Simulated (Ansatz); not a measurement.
Born–Oppenheimer molecular dynamics of ClF3HOTa (7 atoms, charge 0, multiplicity 1). It starts from a relaxed structure.

Level of theory: RKS B3LYP-D4/def2-SVP in Ansatz 0.2.0.

- ensemble: NVT, Langevin thermostat
- time step: 0.5 fs
- steps asked: 300
- set temperature: 200 K
- friction: 0.02 /fs
- seed: 459104

First frame:

```xyz
7
Properties=species:S:1:pos:R:3
Ta -0.001 -0.052 -0.027
O 1.856 -0.174 0.086
H 2.578 -0.234 0.723
F -0.233 -0.078 1.857
Cl -0.106 0.006 -2.374
F -0.716 1.680 0.029
F -0.932 -1.679 -0.043
```

(1) What does the run give?

(2) What happens to the structure?

(3) How do temperature and energy run in time?

## Answers

(1) All steps were run.

```json
{
  "steps done": "300",
  "time covered": "150 fs",
  "mean temperature over the second half": "226 K",
  "spread of the potential energy over the second half": "4.6 meV per atom",
  "mean potential energy of the second half above the start": "21.4 meV per atom"
}
```

The mean temperature of the second half is 13 % above the set value. A run of 0.15 ps of so small a system gives no equilibrium averages.

(2) The same pairs are bonded in the first frame and the last. Pairs count as bonded within 1.25 times the sum of covalent radii (0.12 Å more for H–H). The details hang on the random start.

(3) 
```csv
time (fs),T (K),potential energy less start (eV)
0,171,0.000
7.5,129,0.059
15,150,0.107
22.5,174,0.075
30,105,0.117
37.5,101,0.125
45,295,0.048
52.5,233,0.063
60,176,0.116
67.5,228,0.134
75,124,0.176
82.5,138,0.190
90,275,0.134
97.5,316,0.105
105,305,0.140
112.5,215,0.180
120,238,0.159
127.5,195,0.165
135,176,0.169
142.5,199,0.124
150,249,0.072
```

Time of the run: 20 min on 2 threads of Arm Neoverse V1, on a shared host, peak memory 0.26 GiB.
